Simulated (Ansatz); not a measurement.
Geometry optimisation, RHF/def2-SVP in Ansatz 0.2.0.

The input (input.yaml):

```yaml
crystal:
  periodic: [false, false, false]
  atoms:
    - { symbol: S, position_ang: [-1.41891, 0.1881, -0.25646] }
    - { symbol: Si, position_ang: [0.87267, 0.10545, 0.51449] }
    - { symbol: Br, position_ang: [1.98367, 0.33063, -1.3373] }
    - { symbol: H, position_ang: [-1.44924, -0.89648, -1.03841] }
    - { symbol: H, position_ang: [-1.29776, 1.02832, -1.28886] }
    - { symbol: H, position_ang: [0.81782, -1.22402, 1.0806] }
    - { symbol: H, position_ang: [0.85093, 1.293, 1.34674] }
total_charge: 1
basis:
  gaussian: { orbitals: def2-SVP }
hamiltonian:
  xc: hf
relax:
  f_tol: 0.015
  max_steps: 40
```

Launched with:

```bash
$ ansatz run input.yaml --threads 1 --pin off --max-ram 2048MiB --backend cpu --events-out ev --progress --plain --runs-dir out
```

Task: Where does it end, and by what steps?

Result: The run converged. The force dipped under the threshold on the way, but the program's further checks kept it going. Limits of this set-up: the dipole of an ion depends on the origin. After 7 steps the energy has fallen by 0.057 eV; H5 moved furthest, 0.25 Å.

| step | energy less start (eV) | largest force component (eV/Å) | accepted |
| --- | --- | --- | --- |
| 0 | 0.0000 | 0.757 | yes |
| 1 | 0.0223 | 0.949 | no |
| 2 | -0.0449 | 0.225 | yes |
| 3 | -0.0537 | 0.188 | yes |
| 4 | -0.0546 | 0.138 | yes |
| 5 | -0.0567 | 0.035 | yes |
| 6 | -0.0570 | 0.009 | yes |
| 7 | -0.0570 | 0.014 | yes |

```xyz
7
Properties=species:S:1:pos:R:3
S -1.413 0.099 -0.249
Si 0.829 0.105 0.459
Br 2.059 0.198 -1.327
H -1.370 -0.863 -1.183
H -1.409 1.137 -1.098
H 0.853 -1.176 1.159
H 0.811 1.325 1.260
```

Whether the end is a true minimum wasn't checked by a vibrational analysis.

Run time: 16 s on 1 CPU thread of a shared host.
